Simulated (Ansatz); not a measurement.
Job for Ansatz (a program for electronic structure): U-r2SCAN/cc-pV(T+d)Z on H4P2 (SMILES PP), a point of a bond scan (R = 2.025 Å). Files ending in .json are basis or fitting sets from the Basis Set Exchange.

Ansatz 0.2 input:
```yaml
crystal:
  periodic: [false, false, false]
  atoms:
    - {symbol: P, position_ang: [-0.98931421, -0.53589241, 0.00725596]}
    - {symbol: P, position_ang: [0.79145137, 0.42871393, -0.00580477]}
    - {symbol: H, position_ang: [-1.52762971, 0.25159167, -1.04540375]}
    - {symbol: H, position_ang: [-1.54504892, 0.31148207, 1.00280738]}
    - {symbol: H, position_ang: [1.34718608, -0.41866055, -1.00135619]}
    - {symbol: H, position_ang: [1.32976687, -0.35877015, 1.04685494]}
basis:
  gaussian:
    orbitals: cc-pV_T+d_Z.json
hamiltonian:
  xc: {name: r2SCAN}
magnetization: {spin_polarized: true, initial_magnetization: 0}
```

Q: Predict the final total energy.

A: -685.0614 hartree.
